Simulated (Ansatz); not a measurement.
# What each rung costs, and what it gives

Saddle point of SiHF3, closed shell (SiF₂ + HF → SiF₂ + HF; bonds formed: Si1–F5, F2–H3; bonds broken: Si1–F2, H3–F5), PBE0-D4/def2-TZVP structure:

```xyz
5
angstrom
Si -0.8911 -0.0112 0.5157
F 0.2575 -1.1458 -0.4378
H 0.4349 -0.1141 -0.9266
F 0.1829 0.3146 1.6590
F 0.0158 0.9564 -0.8103
```

Barriers are electronic and count from the start structure reached by relaxing down the imaginary mode.

Computed with Ansatz 0.2.0 (basis: as named in each row); correlated methods freeze the cores. B3LYP uses VWN-RPA correlation. Extrapolation: Hartree–Fock as exp(−7.88 √X), correlation as X^−2.97.

Times are rough, for one single point on 2 threads of a shared host (Arm Neoverse V2).

The estimate by CCSD(T) at an estimated basis limit (MP2 extrapolated from triple and quadruple zeta, plus CCSD(T) − MP2 in triple zeta) is 62.3 kJ/mol.

```tsv
method	basis	time (s)	barrier (kJ/mol)	method less estimate
HF	STO-3G	under 1	-25.6	-88.0
PBE-D4	STO-3G	under 1	-164.9	-227.2
SPW92	def2-SVP	under 1	-21.1	-83.4
PBE-D4	def2-SVP	under 1	10.2	-52.2
SPW92	def2-TZVPP	under 1	9.3	-53.0
B3LYP-D4	6-31G	under 1	11.4	-50.9
PBE0-D4	def2-SVP	under 1	24.4	-37.9
CCSD(T)	def2-SVP	1	48.7	-13.7
PBE-D4	def2-TZVPP	1	37.9	-24.4
BLYP-D4	def2-TZVPP	1	50.0	-12.3
PBE0-D4	def2-TZVPP	2	48.8	-13.5
BHLYP-D4	def2-TZVPP	2	68.4	6.1
CAM-B3LYP-D4	def2-TZVPP	2	52.9	-9.5
B3LYP-D4	def2-TZVPP	2	56.4	-5.9
r2SCAN-D4	def2-TZVPP	3	45.2	-17.1
RPA on PBE	def2-TZVPP	3	58.6	-3.8
B2PLYP	def2-TZVPP	3	58.2	-4.1
r2SCAN0-D4	def2-TZVPP	3	52.7	-9.6
PBE-QIDH	def2-TZVPP	3	55.7	-6.6
wB97M-V	def2-SVP	3	27.5	-34.9
wB97X-V	def2-TZVPP	4	54.8	-7.6
B97M-V	def2-TZVPP	5	62.6	0.3
wB97M-V	def2-TZVPP	5	53.5	-8.8
MP2	def2-QZVPP	8	57.5	-4.8
CCSD(T)	def2-TZVPP	25	61.6	-0.7
```

All methods are single points on the PBE0-D4 structures; a negative value means that the method puts the saddle structure below the start.

The T1 diagnostic stays at or below 0.014.
